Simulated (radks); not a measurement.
Results of a calculation; reference values are marked as such.
Question: All-electron atom: Mo25+ in [Ne] 3s2 3p5. Level of theory: Dirac Kohn-Sham, PBE, spin-unpolarised, spherical densities, point nucleus; open shells are shared between the two j in proportion to 2j + 1 (a radial shooting solver on a logarithmic mesh with Libxc functionals). Some entries of the table are withheld. Estimate them.

orbital,occ.,eigenvalue (hartree),<r> (bohr),<r^2> (bohr^2)
1s1/2,2,-769.8330,0.03517,(1)
2s1/2,2,-143.6879,(2),0.02719
2p1/2,2,(3),0.1294,0.02049
2p3/2,4,(4),0.1338,0.02178
3s1/2,2,-51.35858,(5),0.1667
3p1/2,1.66667,-48.53698,0.3687,0.1569
3p3/2,3.33333,-47.64648,0.3758,0.1628
3d3/2,0,-43.33310,(6),0.1289
3d5/2,0,-43.13590,(7),0.1305
4s1/2,0,-25.78261,0.7404,0.6156

Answer: 
(1) 1s1/2 <r^2> (bohr^2): 0.001669
(2) 2s1/2 <r> (bohr): 0.1519
(3) 2p1/2 eigenvalue (hartree): -135.7840
(4) 2p3/2 eigenvalue (hartree): -131.8052
(5) 3s1/2 <r> (bohr): 0.3827
(6) 3d3/2 <r> (bohr): 0.3334
(7) 3d5/2 <r> (bohr): 0.3356
